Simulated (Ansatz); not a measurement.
**Question.** Name a neutral molecule of Hf, I with size of the dipole moment (B3LYP/def2-TZVPP) between 0.00 and 0.30 D and HOMO energy (PBE0/def2-TZVPP) between -8.10 and -7.80 eV (Ansatz, PBE0-D4/def2-TZVP geometry).

**Answer.** `[I][Hf]([I])([I])[I]` (0.00 D, -7.90 eV). Other molecules can fit too; these were computed, each in one conformer that needn't be the lowest.

B3LYP here is the variant with VWN-RPA as its local correlation; programs differ in this.
